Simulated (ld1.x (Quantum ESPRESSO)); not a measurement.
holmium (Ho), PAW: configuration errors across variants

Ho (Z = 67), PAW, made with ld1.x (Quantum ESPRESSO) 7.5 (LDA (PZ), fully relativistic). Core [Kr] 4d10, reference 4f10.5 5s2 5p6 5d0.5 6s2 6p0. Waves: 5s (bound): rcut 1.65, rcutus 1.75 bohr; 6s (bound): rcut 1.65, rcutus 1.75 bohr; 5p (bound): rcut 2.00, rcutus 2.45 bohr; 6p (bound, empty): rcut 2.00, rcutus 2.45 bohr; 5d (bound): rcut 2.45, rcutus 3.40 bohr; 5d channel at 2.3 Ry: rcut 2.45, rcutus 3.40 bohr; 4f (bound): rcut 0.90, rcutus 1.15 bohr; 4f channel at 0.8 Ry: rcut 0.90, rcutus 1.15 bohr. Local part: all-electron potential smoothed inside 1.00 bohr (lloc = -1). Core correction: Bessel-smoothed model core inside 1.05 bohr. Augmentation charge: PSQ, inside the norm-conserving radii.

Open shells are filled in proportion to 2j + 1 (rel_dist='average').

All-electron excitation energies from the reference (eV): (1) 4f11 5s2 5p6 5d0 6s2 6p0 -1.654; (2) 4f11 5s2 5p6 5d0 6s1 6p0 4.877; (3) 4f11 5s2 5p6 5d0 6s0 6p0 16.900; (4) 4f11 5s2 5p6 5d0 6s1 6p1 1.176; (5) 4f10 5s2 5p6 5d0 6s2 6p0 8.859; (6) 4f10 5s2 5p6 5d0 6s0 6p0 43.107.

Tests that are not counted but printed errors over 1 eV. “base”: 4f9 5s2 5p6 5d0 6s0 6p0 (solver errors, printed error -3200 eV). “core correction Bessel-smoothed model core inside 0.56 bohr”: 4f11 5s2 5p6 5d0 6s1 6p1 (solver errors, printed error -11.0 eV). “core correction Bessel-smoothed model core inside 0.82 bohr”: 4f11 5s2 5p6 5d0 6s1 6p1 (pseudo-atom not self-consistent, printed error -17.7 eV); 4f9 5s2 5p6 5d0 6s0 6p0 (solver errors, printed error -3677 eV). “core correction Bessel-smoothed model core inside 0.96 bohr”: 4f9 5s2 5p6 5d0 6s0 6p0 (solver errors, printed error -3200 eV). “core correction Bessel-smoothed model core inside 1.18 bohr”: 4f11 5s2 5p6 5d0 6s1 6p1 (pseudo-atom not self-consistent, printed error -29.6 eV).

Errors AE − PS in meV (a dash: test not solved or not reliable):

| change | (1) | (2) | (3) | (4) | (5) | (6) | bound ghosts |
| --- | --- | --- | --- | --- | --- | --- | --- |
| base | -90 | -92 | -89 | -1714 | -207 | -311 | not determined |
| core correction a·sin(br)/r model core, default radius (ld1.x builds one for every PAW set, though the input has nlcc=.false.) | -93 | -95 | -92 | – | – | – | not determined |
| core correction Bessel-smoothed model core inside 0.56 bohr | -90 | -92 | -89 | – | – | – | not determined |
| core correction Bessel-smoothed model core inside 0.82 bohr | -90 | -92 | -89 | – | -207 | -311 | not determined |
| core correction Bessel-smoothed model core inside 0.96 bohr | -90 | -92 | -89 | – | -207 | -311 | not determined |
| core correction Bessel-smoothed model core inside 1.18 bohr | -90 | -92 | -89 | – | – | – | not determined |

**Question.** Give the same row for: core correction Bessel-smoothed model core inside 1.32 bohr.

**Answer.** -90, -93, -89, –, -208, -313; bound ghosts: not determined. Not counted: 4f9 5s2 5p6 5d0 6s0 6p0 (solver errors, printed error -3341 eV).
